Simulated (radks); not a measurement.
All-electron atom: Si2+ in [Ne] 3s2.

Method: scalar-relativistic Kohn-Sham, AM05, spin-unpolarised, spherical densities, finite nucleus; Fermi nuclear charge, rms radius 3.1224 fm; computed with a radial shooting solver on a logarithmic mesh with Libxc functionals.

Energy parts (eV):
part                      energy
total                  -7838.678
kinetic                 7853.363
electron-nucleus      -18491.296
Hartree                 3321.995
exchange-correlation    -522.741

Orbitals (lengths in bohr, moments of r in powers of bohr; r(90%) holds 90 % of the orbital's charge):
orbital,occ.,eigenvalue (eV),<r>,r(90%),<1/r>
1s,2,-1801.043,0.1116,0.199,13.61
2s,2,-160.1974,0.5686,0.896,2.577
2p,6,-116.7497,0.5366,0.902,2.463
3s,2,-28.4432,1.953,2.91,0.6968
3p,0,-20.4488,2.228,3.37,0.6007

The highest occupied level is 3s at -28.443 eV. The electron density at the nucleus is 1902 e/bohr^3 (large components only). Summed over all electrons, <r^2> = 11.72 bohr^2, which gives a Langevin (diamagnetic) susceptibility term of -9.28 x 10^-6 cm^3/mol. For comparison, the ionisation energy in NIST's Atomic Spectra Database is 33.493 eV (measured). In exact Kohn-Sham theory the highest level is minus the ionisation energy, but local and semilocal functionals leave it too shallow, through self-interaction and a potential that decays too fast; potentials with the right tail come closer. The density falls to 0.001 e/bohr^3 at r = 3.43 bohr.
